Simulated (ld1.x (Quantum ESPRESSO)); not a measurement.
**Ranking PAW potentials for N (Z = 7)**

All share these settings but for the change named:

| Quantity | Value |
| --- | --- |
| Element | N (Z = 7) |
| Generator | ld1.x (Quantum ESPRESSO) 7.5 |
| Type | PAW |
| Functional | PW91 |
| Relativity | scalar-relativistic |
| Frozen core | [He] |
| Valence charge | 5 |
| Reference configuration | 2s1.5 2p3.5 |
| Partial waves | 2s (bound): rcut 0.95, rcutus 1.00 bohr; 2s channel at 0.3 Ry: rcut 0.95, rcutus 1.00 bohr; 2p (bound): rcut 1.30, rcutus 1.55 bohr; 2p channel at 0.65 Ry: rcut 1.30, rcutus 1.55 bohr; 3d channel at -0.15 Ry: rc 1.80 bohr |
| Local potential | the d channel |
| Core correction | Bessel-smoothed model core, default radius (core density twice the valence density) |
| Augmentation charge | PSQ, inside the norm-conserving radii |

Cutoff: the first of the cutoffs (Ry, on a coarse ladder) from which the occupation-weighted sum of valence levels, in a spherical-Bessel basis at the reference potential, stays within 10 and 1 mRy of its value at 400 Ry; the density cutoff is not measured.

The base gives 30 Ry.

Of 10 variants that were run, those that failed, showed a ghost or another fault, or gave nearly equal values are left out.

A variant can come out equal or close to the base.

Rank these variants from softest to hardest (loose cutoff).
A. functional Wu–Cohen
B. all radii but the core radius scaled by about 0.74 (s 0.74, p 1.16, d 1.34 bohr, rcut 0.70/0.96/1.34)
C. waves 2p (bound): rcut 1.30, rcutus 2.08 bohr; 2p channel at 0.65 Ry: rcut 1.30, rcutus 2.08 bohr
D. waves 2s (bound): rcut 0.82, rcutus 0.86 bohr; 2s channel at 0.3 Ry: rcut 0.82, rcutus 0.86 bohr

C (15 Ry), A (30 Ry), D (40 Ry), B (50 Ry).
